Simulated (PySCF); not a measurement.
The free ion Co5+ in its d4 configuration.

Method (PySCF 2.14, density fitting): CASSCF(4,5) with orbitals averaged over all microstates of the shell, strongly contracted NEVPT2 on the averaged canonical orbitals; basis x2c-TZVPall; spin-free X2C; gas phase; spin-orbit coupling by state interaction with the mean-field operator over all roots.

CASSCF energies above the lowest CASSCF root:

```tsv
state	CASSCF / cm⁻¹
5D	0
3H	29733
3P	33249
3F	34189
3G	37506
1I	44599
1G	47098
3D	48388
1S	54910
1D	58707
1F	67918
3F	80222
3P	81162
1G	90828
1D	122746
1S	159046
```

Problem. How does dynamic correlation (SC-NEVPT2) move these states?

Solution. 
| state | NEVPT2 / cm⁻¹ | shift / cm⁻¹ |
| --- | --- | --- |
| 5D | 0 | 0 |
| 3H | 29526 | -206 |
| 3P | 30633 | -2616 |
| 3F | 31920 | -2269 |
| 3G | 35287 | -2219 |
| 1I | 44086 | -513 |
| 1G | 43298 | -3799 |
| 3D | 43475 | -4913 |
| 1S | 47363 | -7547 |
| 1D | 55231 | -3476 |
| 1F | 62717 | -5201 |
| 3F | 74301 | -5921 |
| 3P | 74412 | -6751 |
| 1G | 85036 | -5793 |
| 1D | 112081 | -10666 |
| 1S | 145331 | -13715 |

In the ligand-field fit B goes from 1555 to 1395 cm⁻¹, C goes from 5879 to 5614 cm⁻¹.
